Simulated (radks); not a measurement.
Valence configurations of the lutetium ion Lu2+ (all share [Xe]). Calculated with a radial shooting solver on a logarithmic mesh with Libxc functionals: Dirac Kohn-Sham, PBE, spin-unpolarised, spherical densities, finite nucleus; open shells are shared between the two j in proportion to 2j + 1; Fermi nuclear charge, rms radius 5.37 fm. Energies are relative to 4f14 6s1; eigenvalues in eV.

valence           E (eV)  e(4f5/2)  e(4f7/2)  e(5d3/2)  e(5d5/2)  e(6p1/2)
4f14 6s1           0.000   -27.692   -26.166         -         -         -
4f14 5d1           1.116   -25.120   -23.596   -15.338   -14.871         -
4f13.5 6s1.5       5.640   -32.880   -31.314         -         -         -
4f13.5 5d0.5 6s1   5.729   -31.444   -29.879   -18.001   -17.440         -
4f13.5 5d1.5       6.398   -28.758   -27.195   -16.201   -15.689         -
4f13 6s2          13.429   -38.385   -36.778         -         -         -
4f13 6s1 6p1      19.372   -39.770   -38.163         -         -   -15.069
4f12 5d2 6s1      32.013   -43.668   -41.986   -20.721   -20.017         -
4f12.5 6s1 6p1.5  32.956   -46.214   -44.566         -         -   -16.081
4f12 6s1 6p2      49.349   -52.898   -51.209         -         -   -17.047

NIST lists [Xe] 4f14 6s1 as the ground configuration; this level of theory agrees among the configurations tried. The energies are those of spherical spin-averaged densities, not of single terms.
